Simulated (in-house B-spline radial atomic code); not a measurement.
Radial electron density of Cl⁶⁺, [He] 2s2 (2p1/2)1 (2p3/2)4 3s1 (7p3/2)1. Method: Dirac-Hartree-Fock, average of the jj configuration, Fermi nucleus of rms radius 3.3654 fm. Calculated with an all-electron radial atomic-structure program (B-spline basis).

Columns: r (bohr), 4πr²n(r) (electrons per bohr), bar.

```
 0.00349   0.4614 #
 0.00433   0.6879 ##
 0.00538    1.021 ##
 0.00669    1.506 ###
 0.00831    2.191 #####
  0.0103    3.136 #######
  0.0128    4.435 ##########
   0.016    6.196 ##############
  0.0198    8.317 ###################
  0.0246    10.88 ########################
  0.0306    13.71 ###############################
  0.0381    16.46 #####################################
  0.0473    18.61 ##########################################
  0.0588    19.63 ############################################
   0.073     19.1 ###########################################
  0.0908    17.09 ######################################
   0.113     14.4 ################################
    0.14    12.47 ############################
   0.174    12.43 ############################
   0.216    14.34 ################################
   0.269    16.73 ######################################
   0.334    17.24 #######################################
   0.415    14.61 #################################
   0.516    9.745 ######################
   0.641    5.096 ###########
   0.797    2.405 #####
   0.991    1.479 ###
    1.23    1.084 ##
    1.53   0.6233 #
     1.9   0.2555 #
    2.36  0.05377 
    2.94  0.02079 
    3.65  0.06555 
    4.53 0.0002338 
    5.63  0.09028 
       7  0.02008 
     8.7    0.103 
    10.8   0.1851 
    13.4  0.04074 
    16.7 0.001443 
    20.7 8.292e-06 
    25.8 1.886e-09 
      32 1.695e-11
```

On this grid the curve has 5 maxima, near 0.0588, 0.334, 3.65, 5.63, 10.8 bohr.

The 2p3/2 radial function P(r) = rR(r), positive near the nucleus, with its small component Q(r) (sign convention: Q ≈ (P' + κP/r)/2c):

```json
{"r (bohr)": "0.00349", "P": "0.001933", "Q": "-5.977e-05"}
{"r (bohr)": "0.00538", "P": "0.004512", "Q": "-0.0001393"}
{"r (bohr)": "0.00831", "P": "0.01048", "Q": "-0.0003225"}
{"r (bohr)": "0.0128", "P": "0.02392", "Q": "-0.0007319"}
{"r (bohr)": "0.0198", "P": "0.05389", "Q": "-0.001636"}
{"r (bohr)": "0.0306", "P": "0.1176", "Q": "-0.003522"}
{"r (bohr)": "0.0473", "P": "0.2449", "Q": "-0.007196"}
{"r (bohr)": "0.073", "P": "0.4749", "Q": "-0.01358"}
{"r (bohr)": "0.113", "P": "0.8357", "Q": "-0.02304"}
{"r (bohr)": "0.174", "P": "1.261", "Q": "-0.03329"}
{"r (bohr)": "0.269", "P": "1.544", "Q": "-0.03864"}
{"r (bohr)": "0.415", "P": "1.393", "Q": "-0.03281"}
{"r (bohr)": "0.641", "P": "0.8086", "Q": "-0.01796"}
{"r (bohr)": "0.991", "P": "0.2429", "Q": "-0.005139"}
{"r (bohr)": "1.53", "P": "0.02726", "Q": "-0.0005533"}
```
